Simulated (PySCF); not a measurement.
Two-component Hartree-Fock for S⁴⁺ (sulfur, charge +4)

Start: [Ne] 3s2. Calculated with PySCF 2.14 in x2c-QZVPPall-2c (9s7p4d2f1g, 73 functions): generalised Hartree-Fock with the X2C-1e Hamiltonian and a Gaussian nucleus; one run each with spin-orbit coupling (SO) switched off, then screened by Boettger's factors.

```json
{"spinor shell": "1s1/2", "electrons": "2", "ε, spin-free (eV)": "-2573.5", "ε, screened SO (eV)": "-2573.5", "weight of nominal j (screened SO)": "1.000", "rms radius, screened SO (bohr)": "0.112"}
{"spinor shell": "2s1/2", "electrons": "2", "ε, spin-free (eV)": "-305.93", "ε, screened SO (eV)": "-305.93", "weight of nominal j (screened SO)": "1.000", "rms radius, screened SO (bohr)": "0.513"}
{"spinor shell": "2p1/2", "electrons": "2", "ε, spin-free (eV)": "-241.17", "ε, screened SO (eV)": "-242.07", "weight of nominal j (screened SO)": "1.000", "rms radius, screened SO (bohr)": "0.487"}
{"spinor shell": "2p3/2", "electrons": "4", "ε, spin-free (eV)": "-241.17", "ε, screened SO (eV)": "-240.72", "weight of nominal j (screened SO)": "1.000", "rms radius, screened SO (bohr)": "0.489"}
{"spinor shell": "3s1/2", "electrons": "2", "ε, spin-free (eV)": "-70.994", "ε, screened SO (eV)": "-70.994", "weight of nominal j (screened SO)": "1.000", "rms radius, screened SO (bohr)": "1.58"}
```

```json
{"quantity": "E (hartree)", "spin-free": "-394.45493", "screened SO": "-394.45545"}
{"quantity": "M_J", "spin-free": "0", "screened SO": "0"}
{"quantity": "⟨J²⟩", "spin-free": "0.000", "screened SO": "0.000"}
{"quantity": "⟨L²⟩", "spin-free": "0.000", "screened SO": "0.000"}
{"quantity": "⟨S²⟩", "spin-free": "0.000", "screened SO": "0.000"}
```

Without spin-orbit coupling the j labels of p, d and f shells carry no meaning; the spin-free column gives the mean over the occupied spinors of each nl shell.
